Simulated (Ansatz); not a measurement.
```xyz
15

C    -0.4341    0.1567   -2.6803
C     0.0976   -0.4464   -1.3993
O     0.2127    0.5202   -0.3738
Sb   -1.2800    0.7532    0.8790
O    -0.6623   -0.4713    2.2679
C     0.6571   -0.3718    2.7551
H    -1.4533    0.5296   -2.5435
H    -0.4512   -0.5870   -3.4815
H     0.1946    0.9921   -2.9949
H     1.1006   -0.8558   -1.5642
H    -0.5348   -1.2922   -1.0903
H    -0.4840    2.1353    1.5327
H     0.8399    0.6011    3.2299
H     1.3973   -0.5082    1.9596
H     0.7998   -1.1556    3.5035
```

Charge 0, multiplicity 1. Sb takes the def2 core potential.

(1) List the PBE/def2-TZVPP orbital energies in eV (the Gaussian-basis code of Ansatz). (Estimate.)

Results:

(1) The calculation gave: Occupied: -510.07, -510.06, -270.15, -269.79, -268.68, -150.06, -102.99, -102.96, -102.82, -33.48, -33.37, -33.25, -33.24, -33.17, -24.87, -24.41, -18.42, -16.49, -15.22, -13.78, -11.65, -11.20, -10.77, -10.53, -10.37, -9.72, -9.14, -8.98, -7.60, -7.14, -6.46, -6.26, -6.12. Lowest empty: -1.49, -1.38, 0.17, 1.00, 1.22, 1.75, 1.89, 2.25.
